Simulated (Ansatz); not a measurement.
```xyz
11

C    -1.482   -0.239   -0.640
W     0.449   -0.061    0.223
N     0.551    1.627    0.678
N     1.531   -0.502   -1.080
O     0.614   -1.233    1.711
H    -1.593    0.411   -1.509
H    -2.242    0.037    0.097
H    -1.642   -1.272   -0.960
H     0.930    2.559    0.619
H     2.270   -0.407   -1.757
H     0.613   -0.921    2.618
```

The species carries charge 0 and has multiplicity 1. W takes the def2 core potential.

(1) List the CAM-B3LYP/def2-TZVPP orbital energies in eV (Ansatz 0.2.0). (Estimate.)

Answers

(1) Ansatz gave: Occupied: -522.89, -391.12, -390.95, -278.25, -84.41, -47.69, -47.58, -47.21, -29.16, -23.44, -23.04, -20.65, -16.04, -14.81, -14.09, -12.95, -12.90, -12.20, -11.80, -10.49, -10.11, -9.83, -9.11, -8.93. Lowest empty: 0.04, 0.77, 0.96, 1.52, 1.74, 2.05, 2.65, 2.88.
